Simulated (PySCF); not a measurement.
SMILES C[SiH2]N[Si](O)(O)O, GFN2-xTB optimised geometry.

```
16

Si    -0.63     0.25    -1.35
C     -1.42     1.85    -0.71
N     -0.44    -0.80     0.00
Si     0.30    -2.36     0.00
O      1.92    -2.36     0.00
O     -0.14    -3.16    -1.35
O     -0.18    -3.05     1.39
H      0.66     0.54    -2.00
H     -1.51    -0.39    -2.34
H     -2.37     1.67    -0.23
H     -1.60     2.54    -1.53
H     -0.78     2.36     0.00
H     -0.65    -0.42     0.91
H      2.37    -2.16    -0.81
H     -1.07    -3.25    -1.54
H      0.43    -3.63     1.83
```

Density from PySCF with PBE0/def2-TZVP at that geometry.

Minimum of the electron density along straight lines between bonded atoms, close to the bond critical point (lines longer than 1.1 times the sum of covalent radii, or with two minima, are not listed):

```csv
bond,length / Å,ρ at the minimum / e bohr⁻³,∇²ρ there / e bohr⁻⁵,position (fraction from the first atom)
Si1–C2,1.893,0.118,0.17,0.39
Si1–N3,1.722,0.131,…,0.40
N3–Si4,1.728,0.134,…,0.60
Si4–O5,1.625,0.147,0.89,0.41
Si4–O6,1.628,0.145,0.88,0.41
Si4–O7,1.623,0.147,0.90,0.41
Si1–H8,1.474,0.123,0.17,0.49
Si1–H9,1.472,0.124,0.18,0.49
C2–H10,1.086,0.275,-0.92,0.64
C2–H11,1.085,0.275,-0.92,0.64
C2–H12,1.086,0.275,-0.92,0.64
N3–H13,1.005,…,-1.67,0.74
O5–H14,0.952,0.363,-2.52,0.81
O6–H15,0.952,0.364,-2.53,0.81
O7–H16,0.953,0.363,-2.52,0.81
```

Task: Some entries are withheld; supply them.

Result: 
- Si1–N3, ∇²ρ there / e bohr⁻⁵: 0.57
- N3–Si4, ∇²ρ there / e bohr⁻⁵: 0.53
- N3–H13, ρ at the minimum / e bohr⁻³: 0.335
